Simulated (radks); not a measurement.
Question: S+, configuration [Ne] 3s2 3p3. Calculated with a radial shooting solver on a logarithmic mesh with Libxc functionals: scalar-relativistic Kohn-Sham, PBE, spin-unpolarised, spherical densities, finite nucleus; Fermi nuclear charge, rms radius 3.2611 fm. Some entries of the table are withheld. Estimate them.

orbital  occ.  eigenvalue (hartree)  <r^2> (bohr^2)
1s          2             -88.85677             (1)
2s          2                   (2)          0.2728
2p          6              -6.18388             (3)
3s          2              -1.01539             (4)
3p          3              -0.61724           4.234

Answer: 
(1) 1s <r^2> (bohr^2): 0.01263
(2) 2s eigenvalue (hartree): -8.21160
(3) 2p <r^2> (bohr^2): 0.2445
(4) 3s <r^2> (bohr^2): 3.093
